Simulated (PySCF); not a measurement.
**Correlation energy of Ar²⁺ (argon, charge +2)**

[Ne] 3s2 3p4, high-spin 3P determinant. Calculation: PySCF 2.14, in def2-SVP (4s3p1d, 18 functions); the non-relativistic Hamiltonian (point nucleus). Frozen: [Ne]; 6 electrons correlated.

MP2 pair energies summed by pair of shells (mhartree):

```
 pair  energy  share (%)
3p-3p  -45.10       50.0
3s-3p  -38.23       42.4
3s-3s   -6.86        7.6
```

Total MP2 correlation energy: -90.18 mhartree.

Same-spin part -22.10 and opposite-spin part -68.08 mhartree; SCS-MP2 scales them by 1/3 and 6/5 to -89.07 mhartree.

```json
{"level": "CCSD", "correlation energy (mhartree)": "-109.06"}
{"level": "(T)", "correlation energy (mhartree)": "-0.92"}
{"level": "CCSD(T)", "correlation energy (mhartree)": "-109.98"}
```

Diagnostics: T1 = 0.0054, D1 = 0.0184, largest double amplitude 0.050.

Cost of the coupled-cluster step: 0.14 s of wall time on 1 thread of Neoverse-N1 (shared host), for 6 correlated electrons.
